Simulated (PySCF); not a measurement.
C4H7FSi, SMILES F[Si@@H](C)C=C=C. Atoms are numbered in the order given.

```xyz
13

C      2.1509     1.5049    -1.1808
C      1.3045     0.5078    -1.1532
C      0.4305    -0.4666    -1.0880
Si    -0.9087    -0.4672     0.2068
C     -0.9027     1.1073     1.1924
F     -0.6430    -1.7254     1.2146
H      1.9531     2.3971    -1.7832
H      3.0853     1.4666    -0.6122
H      0.5044    -1.2913    -1.8105
H     -2.2291    -0.7357    -0.4319
H     -1.1713     1.9635     0.5545
H      0.0950     1.2988     1.6159
H     -1.6278     1.0511     2.0182
```
Charge 0, spin multiplicity 1.

The structure is a stationary point at PBE0-D3(BJ)/def2-SVP. The structure was generated by enumeration; whether it is a known compound was not checked. The values are those of a single conformer.

Two levels are set side by side: PBE/pcSseg-1 (PySCF) and HF/pcSseg-1 (PySCF). GIAO shifts against CFCl3 (¹⁹F), TMS (²⁹Si), TMS (¹H), TMS (¹³C) at the same level; non-relativistic, no solvent, atoms listed together averaged. Differences are taken from unrounded values.

```json
[
 {"quantity": "δ(¹³C) of C1 (ppm)", "PBE": "72.8"},
 {"quantity": "δ(¹³C) of C2 (ppm)", "PBE": "225.0"},
 {"quantity": "δ(¹³C) of C3 (ppm)", "PBE": "83.9"},
 {"quantity": "δ(²⁹Si) of Si4 (ppm)", "PBE": "12.3"},
 {"quantity": "δ(¹³C) of C5 (ppm)", "PBE": "-1.5"},
 {"quantity": "δ(¹⁹F) of F6 (ppm)", "PBE": "-217.9"},
 {"quantity": "δ(¹H) of H7, H8 (ppm)", "PBE": "4.91"},
 {"quantity": "δ(¹H) of H9 (ppm)", "PBE": "5.62"},
 {"quantity": "δ(¹H) of H10 (ppm)", "PBE": "5.70"}
]
```

### Question
These are the PBE values. What does HF give? (Estimate from the structure and the level; the computed values follow.)

### Answer

```csv
quantity,HF,PBE minus HF
δ(¹³C) of C1 (ppm),76.9,-4.2
δ(¹³C) of C2 (ppm),239.4,-14.4
δ(¹³C) of C3 (ppm),83.3,0.7
δ(²⁹Si) of Si4 (ppm),1.7,10.7
δ(¹³C) of C5 (ppm),-1.4,0.0
δ(¹⁹F) of F6 (ppm),-153.7,-64.1
"δ(¹H) of H7, H8 (ppm)",5.19,-0.27
δ(¹H) of H9 (ppm),5.59,0.03
δ(¹H) of H10 (ppm),4.91,0.79
```

Rough cost on one machine, each run with all the roots and properties that it gave: HF against PBE within a factor of 2.
